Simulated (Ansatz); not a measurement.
One change: `C[Si](C)(N)O` becomes `C[Si](N)(O)Br`.

Ansatz, PBE0-D4/def2-TZVP geometries, multiplicity 1. Each molecule was computed in one conformer, which needn't be the lowest.

Scalar relativity is left out up to krypton. Spin–orbit coupling is left out; it splits and shifts lone-pair levels of the heavy atoms by tenths of an eV.

```tsv
property	`C[Si](C)(N)O`
size of the dipole moment (ωB97M-V/def2-TZVPP) / D	1.76
HOMO energy (ωB97M-V/def2-TZVPP) / eV	-9.63
HOMO–LUMO gap (B3LYP/def2-TZVPP) / eV	7.44
HOMO energy (B3LYP/def2-TZVPP) / eV	-7.02
size of the dipole moment (B3LYP/def2-TZVPP) / D	1.76
HOMO–LUMO gap (ωB97M-V/def2-TZVPP) / eV	11.77
```

(1) What does the change do to each property? (An estimate is asked.)

Results:

(1) Ansatz gave: 
```json
{"property": "size of the dipole moment (ωB97M-V/def2-TZVPP) / D", "`C[Si](N)(O)Br`": "1.17", "shift": "-0.59"}
{"property": "HOMO energy (ωB97M-V/def2-TZVPP) / eV", "`C[Si](N)(O)Br`": "-9.98", "shift": "-0.35"}
{"property": "HOMO–LUMO gap (B3LYP/def2-TZVPP) / eV", "`C[Si](N)(O)Br`": "7.73", "shift": "0.29"}
{"property": "HOMO energy (B3LYP/def2-TZVPP) / eV", "`C[Si](N)(O)Br`": "-7.43", "shift": "-0.41"}
{"property": "size of the dipole moment (B3LYP/def2-TZVPP) / D", "`C[Si](N)(O)Br`": "1.17", "shift": "-0.59"}
{"property": "HOMO–LUMO gap (ωB97M-V/def2-TZVPP) / eV", "`C[Si](N)(O)Br`": "12.04", "shift": "0.27"}
```

With PBE0 the HOMO falls by 0.43 eV and the LUMO falls by 0.12 eV, so the gap widens by about 0.31 eV. PBE moves the HOMO by -0.49 eV and ωB97M-V by -0.35 eV. Dipoles are sizes alone; their direction can turn.

Positive LUMOs are unbound, so they and the gaps depend on the basis.

B3LYP here is the variant with VWN-RPA as its local correlation; programs differ in this.
